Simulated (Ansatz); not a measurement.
Ansatz (a program for electronic structure) input (RPA@PBE/def2-TZVPP):

Ansatz 0.2 input:
```yaml
crystal:
  periodic: [false, false, false]
  atoms:
    - {symbol: Zn, position_ang: [-0.87174467, -0.03615657, 0.06869628]}
    - {symbol: Br, position_ang: [0.19900499, 1.69683935, -1.36015227]}
    - {symbol: Br, position_ang: [0.54820473, -1.66584801, 1.30126975]}
basis:
  gaussian:
    orbitals: def2-TZVPP
hamiltonian:
  xc: pbe
total_charge: -1
magnetization: {spin_polarized: true, initial_magnetization: 1}
correlation: {method: rpa, electrons: outside_noble_gas}
```

Output:

```
Functional definition: PBE
integrals: 0.26 GiB planned
1103 factors; integrals over basis functions are off by at most 1.2e-3 eV
mean field: 0.60 GiB planned
mean field evaluation 1: about -188486.0165 eV, gradient 4.0e1 eV
mean field evaluation 2: about -188486.0133 eV, gradient 4.0e1 eV
mean field evaluation 4: about -188488.5341 eV, gradient 7.5e0 eV
mean field evaluation 8: about -188488.6518 eV, gradient 2.0e-1 eV
mean field evaluation 16: about -188488.6521 eV, gradient 2.8e-5 eV
mean field -188488.65205766 eV, -6926.8302009220 hartree, gradient 9.8e-7 eV, S^2 0.751850; 0 other end points of the search recorded, 0 dependent functions left out
37 core orbitals not correlated
reference -188377.23328304 eV, -6922.7356364771 hartree; 14, 13 occupied and 109, 110 virtual orbitals, 1103 factors
Total energy: -188408.69559428 eV, -6923.8918550891 hartree
```

The spin state was set by rule; other spins were not relaxed.
